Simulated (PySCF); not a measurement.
**Nickel: a sound run and one with changed settings**

Sound run: Ni [Ar] 3d8 4s2, Ni⁺ [Ar] 3d9. Calculation: PySCF 2.14, in cc-pVDZ (6s5p3d1f, 43 functions); no relativity, point nucleus. In the sound run the correlated levels freeze [Ar]. The sound run starts from symmetry-adapted Hartree-Fock orbitals and uses a fine grid where one is needed.

Changed run: the spin-free X2C one-electron Hamiltonian (Gaussian nucleus). This setting is unsound on purpose.

| species | method | sound run (hartree) | changed run (hartree) | converged |
| --- | --- | --- | --- | --- |
| Ni | UHF | -1506.87631 | -1516.82082 | yes |
| Ni | TPSS | -1508.31745 | -1518.26250 | yes |
| Ni | LDA | -1505.60032 | -1515.54244 | yes |
| Ni | MP2 | -1507.14578 | -1517.09325 | yes |
| Ni⁺ | UHF | -1506.59433 | -1516.52169 | yes |
| Ni⁺ | TPSS | -1508.05380 | -1517.97938 | no |
| Ni⁺ | LDA | -1505.33587 | -1515.25813 | yes |
| Ni⁺ | MP2 | -1506.91061 | -1516.84056 | yes |

Ionisation energy of Ni:

```
 method  sound run (eV)  changed run (eV)
    UHF           7.673             8.139
    LDA           7.196             7.736
    MP2           6.399             6.876
SCS-MP2           6.646             7.121
```

Most of the change in total energy is the relativistic energy itself. On top of that the contraction fixes the core shape for the Hamiltonian it was made with, so the changed run is not a good calculation with the other Hamiltonian either.

For comparison, NIST gives 7.640 eV between the lowest levels.
